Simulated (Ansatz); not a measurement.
Molecule: sum formula H$_{8}$Si$_{3}$NO, net charge 0, doublet state. It need not be the lowest isomer of its formula. 
Structure (B3LYP-D3(BJ)/def2-TZVP (Ansatz, a quantum-chemistry and plane-wave program) minimum search):
```
N
H 1 1.0111
Si 1 1.7190 2 115.65
O 3 1.6456 1 113.07 2 91.63
Si 4 1.6420 3 143.26 1 41.79
Si 1 1.7332 2 116.40 3 172.47
H 3 1.4755 4 106.72 5 161.13
H 3 1.4763 7 112.45 4 -117.77
H 6 1.4799 1 106.50 2 -171.49
H 6 1.4826 9 109.55 1 -120.71
H 6 1.4829 9 109.44 10 -117.87
H 5 1.4877 4 107.99 3 -160.21
H 5 1.4921 12 110.15 4 -119.95
```
Charge 0, spin multiplicity 2.

Total electronic energies in hartree. Correlated levels leave the core frozen unless marked. Open shells are spin-unrestricted. Spin-orbit coupling is left out. Non-relativistic. Basis-set limits of correlation are two-point, X^-3; Hartree-Fock from the larger set.

```tsv
level	program	energy (Eh)
BLYP/def2-TZVPD	Ansatz	-1003.38098
r2SCAN/def2-TZVPD	Ansatz	-1003.28631
B97M-V/def2-TZVPD	Ansatz	-1003.17659
B3LYP/def2-TZVPD	Ansatz	-1003.50495
PBE0/def2-SVP	Ansatz	-1002.43391
PBE0-D4/def2-TZVPD	Ansatz + dftd4	-1002.92493
HSE06-D3(BJ)/def2-TZVPD	Ansatz + dftd3	-1002.89677
CAM-B3LYP-D4/def2-TZVPD	Ansatz + dftd4	-1003.41969
LC-wPBE/def2-TZVPD	Ansatz	-1003.08407
wB97M-V/def2-TZVPD	Ansatz	-1003.31227
B2PLYP-D3(BJ)/def2-TZVPD	Ansatz + dftd3	-1002.98502
B2PLYP-D4/def2-TZVPD	Ansatz + dftd4	-1002.98291
CCSD/6-31G*	Ansatz	-1001.42337
CCSD(T)/cc-pVTZ	Ansatz	-1001.85567
CCSD(T)/CBS(cc-pV(T+d)Z,cc-pV(Q+d)Z)	Ansatz	-1001.9885
```

Totals of different functionals don't rank their quality; only differences between species are comparable.
